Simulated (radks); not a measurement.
Sn29+, configuration [Ar] 3d3 (the NIST ground configuration). Method: Dirac Kohn-Sham, LDA (Slater exchange, VWN5 correlation), spin-unpolarised, spherical densities, finite nucleus; open shells are shared between the two j in proportion to 2j + 1; Fermi nuclear charge, rms radius 4.6519 fm; computed with a radial shooting solver on a logarithmic mesh with Libxc functionals.

Radial electron density D(r) = 4 pi r^2 rho(r):

r (bohr),D(r) (e/bohr)
0.003336,11.75
0.003761,14.08
0.00424,16.78
0.004781,19.88
0.00539,23.39
0.006078,27.31
0.006853,31.62
0.007726,36.25
0.008711,41.11
0.009822,46.05
0.01107,50.91
0.01249,55.44
0.01408,59.39
0.01587,62.50
0.0179,64.54
0.02018,65.36
0.02275,64.93
0.02565,63.42
0.02892,61.20
0.03261,58.86
0.03677,57.12
0.04146,56.72
0.04712,58.39
0.05312,62.06
0.0599,67.32
0.06753,73.07
0.07614,77.75
0.08585,79.69
0.0968,77.67
0.1091,71.44
0.1231,62.10
0.1387,51.88
0.1564,43.47
0.1764,38.94
0.1989,38.75
0.2242,41.38
0.2528,43.97
0.285,43.68
0.3214,39.11
0.3624,30.93
0.4086,21.29
0.4606,12.59
0.5194,6.304
0.5856,2.628
0.6603,0.8947
0.7444,0.2434
0.8394,0.05162
0.9464,0.008294
1.067,0.0009782

D(r) has 3 maxima, at r = 0.0205, 0.0859, 0.267 bohr, and minima at 0.0402, 0.188 bohr, inside which lie 2.03, 10.90 electrons.
